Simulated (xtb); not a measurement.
hydrogen fluoride (hydrogen fluoride), singlet, geometry from GFN2-xTB. Base run: GFN2-xTB (xtb).

xtb was given this input:
```
$ xtb mol.xyz --gfn 2 --json

# file mol.xyz
2

F     -0.00000000    -0.00000000    -0.09325170
H      0.00000000     0.00000000     0.83926531
```

Variants of this job, named by their change:

```csv
change,ΔE vs base (kJ/mol),HOMO-LUMO gap (eV),dipole (D),G_solv (kcal/mol),SCF cycles
base,0.00,16.51,2.54,-,7
alpb = cs2,-2.84,16.74,2.61,-0.81,7
alpb = acetonitrile,-18.06,17.18,2.74,-5.33,8
alpb = toluene,-4.16,16.71,2.60,-1.09,7
gbsa = acetonitrile,-22.59,17.19,2.74,-6.45,8
etemp = 3000,0.00,16.51,2.54,-,7
acc = 0.0001,0.00,16.51,2.54,-,10
```

ALPB and GBSA are two models with their own fitted parameters for each solvent, which aren't always the measured dielectric constant.
